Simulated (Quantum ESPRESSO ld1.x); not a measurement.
Results of a calculation; reference values are marked as such.
Te4+, configuration [Kr] 4d9 5s2 6s1 (not the ground configuration). Level of theory: scalar-relativistic Kohn-Sham, LDA (Slater exchange, Perdew-Wang correlation), spin-polarised, spherical densities, point nucleus; open shells are filled with parallel spins first (ld1.x of Quantum ESPRESSO 7.5). Some entries of the table are withheld. Estimate them.

orbital  occ.  eigenvalue (Ry)  <1/r> (bohr^-1)
1s up       1       -2326.4603            55.52
1s down     1       -2326.4578            55.52
2s up       1        -360.5513            12.71
2s down     1        -360.5265            12.71
2p up       3        -324.2981            12.18
2p down     3        -324.2779            12.18
3s up       1         -75.1675            4.539
3s down     1         -75.1498            4.539
3p up       3         -63.3830            4.320
3p down     3         -63.3640            4.321
3d up       5         -45.5208            4.088
3d down     5         -45.4965            4.088
4s up       1         -16.2524            1.838
4s down     1         -16.1775            1.838
4p up       3         -12.5607            1.684
4p down     3         -12.4860            1.684
4d up       5          -7.1409            1.412
4d down     4          -7.0693            1.411
5s up       1          -4.4446           0.7360
5s down     1          -4.4069           0.7352
6s up       1          -1.9867              (1)
6s down     0          -1.9093              (2)

Answer. 
(1) 6s up <1/r> (bohr^-1): 0.3677
(2) 6s down <1/r> (bohr^-1): 0.3659
